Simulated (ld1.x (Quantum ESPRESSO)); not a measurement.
Results of a calculation; reference values are marked as such.
**Potentials for sulfur compared**

Generated with ld1.x 7.5 (TM, RRKJ, ultrasoft, PAW), atompaw 4.2 or ONCVPSP 4.0.1. The cutoff is in Ry: for ld1.x and atompaw files where the sum of valence levels is converged to 10 mRy in a Bessel basis, for ONCV files where the hardest occupied wave has 1 mHa per electron of residual kinetic energy. The error is the largest all-electron minus pseudo excitation energy over each file’s own four to seven test configurations (ionisations up to +4, promotions, holes and added fractions of an electron), all of which were solved. The labels leave out finer settings (local radius, basis sizes, second energies), which also bear on the numbers. Spin-polarised tests are not counted. The rows are a selection from randomly drawn settings: files with unsolved tests, undetermined cutoffs or missed reference levels are left out.

A true bound ghost makes a file unfit for plane-wave use even where its test errors are small: the radial tests pick states by their node count and pass the ghost by.

| potential | cutoff (Ry) | largest error (meV) | bound ghosts |
| --- | --- | --- | --- |
| PAW, PBE, non-relativistic, rc 1.20/1.15 (sp), local smoothed, core correction yes, reference 3s2 3p4 | 40 | -99 | s, p |
| PAW, LDA (PZ), non-relativistic, rc 1.60/1.35/1.65 (spd), local smoothed, core correction yes, reference 3s2 3p3.5 | 15 | -93 | none |
| ultrasoft, PBE, scalar-relativistic, rc 1.45/1.50/1.25 (spd), local smoothed, core correction yes, reference 3s2 3p4 | 18 | +21 | none |
| TM, BLYP, scalar-relativistic, rc 1.10/1.55/1.40 (spd), local s, core correction yes, reference 3s1.75 3p4.25 | 60 | +289 | none |
| TM, PBEsol, non-relativistic, rc 1.25/1.50 (sp), local smoothed, core correction yes, reference 3s1.75 3p4.25 | 30 | +354 | none |
| TM, LDA (PZ), scalar-relativistic, rc 1.05/1.60/1.30 (spd), local smoothed, core correction yes, reference 3s1.75 3p4.25 | 70 | +339 | none |
| TM, PBE, non-relativistic, rc 1.50/1.45 (sp), local s, core correction yes, reference 3s2 3p4 | 40 | +89 | none |

(1) Fill in the row for S: TM, PBE, non-relativistic, rc 1.35/1.30 (sp), local p, core correction yes, reference 3s2 3p3.

Answers

(1) cutoff 50 Ry, largest error +126 meV, bound ghosts: none.
